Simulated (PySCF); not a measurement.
**How the functional moves excitation energies**

Compound: CH3NSeSi.
Bonds: N1–C2 (triple), C2–Si3, Si3–Se4. Hydrogens: H5, H6 on Si3; H7 on Se4.

Linear-response calculations in the def2-SVPD basis (PySCF; singlets by full response, triplets Tamm–Dancoff, core orbitals frozen in the response; HF means time-dependent Hartree–Fock). 'Strongest' is the level of largest summed f among the singlets computed (10 roots, of which the last may lack a degenerate partner); it can jump between rows when another state enters that window. S1 is the lowest singlet of each run and needn't be the same state throughout; f(S1) is that of one state. The structure is a single PBE0-D3(BJ)/def2-SVP conformer in the gas phase; no vibrational or solvent corrections. The LDA/def2-SVPD calculation is non-relativistic and has no spin–orbit coupling, an omission that weighs most on selenium.

```tsv
functional	kind	S1 (eV)	f(S1)	strongest (eV)	T1 (eV)	HOMO (eV)	gap (eV)	ionisation energy, ΔSCF (eV)
LDA	LDA	4.41	0.018	6.61	4.15	-6.71	4.26	9.99
PBE	GGA	4.50	0.018	6.65	4.21	-6.58	4.37	9.79
B3LYP	global hybrid, 20% exact exchange	4.95	0.019	6.96	4.61	-7.49	5.95	9.98
PBE0	global hybrid, 25% exact exchange	5.08	0.018	7.60	4.70	-7.74	6.40	9.95
BHandHLYP	global hybrid, 50% exact exchange	5.42	0.006	7.91	4.99	-8.73	8.32	9.91
CAM-B3LYP	range-separated hybrid	5.28	0.007	7.69	4.89	-9.00	8.70	10.02
wB97X-D	range-separated hybrid	5.33	0.009	7.85	4.97	-9.57	9.93	10.01
LC-wPBE	range-separated hybrid	5.52	0.003	8.20	5.06	-10.38	11.16	10.03
HF	Hartree–Fock	5.78	0.000	8.46	4.79	-10.33	11.90	not settled
```

S1 runs from 4.41 eV (LDA) to 5.78 eV (HF), a spread of 1.37 eV, while the orbital gap spreads over 7.6 eV. Along PBE (0%), B3LYP (20%), PBE0 (25%), BHandHLYP (50%), HF (100%) S1 rises with the share of exact exchange. −ε(HOMO) comes closest to its own ΔSCF ionisation energy with LC-wPBE (+0.35 eV) and misses most with LDA (-3.29 eV). 'Not settled' means that the ion's SCF failed to converge or may have ended in another state than the lowest.
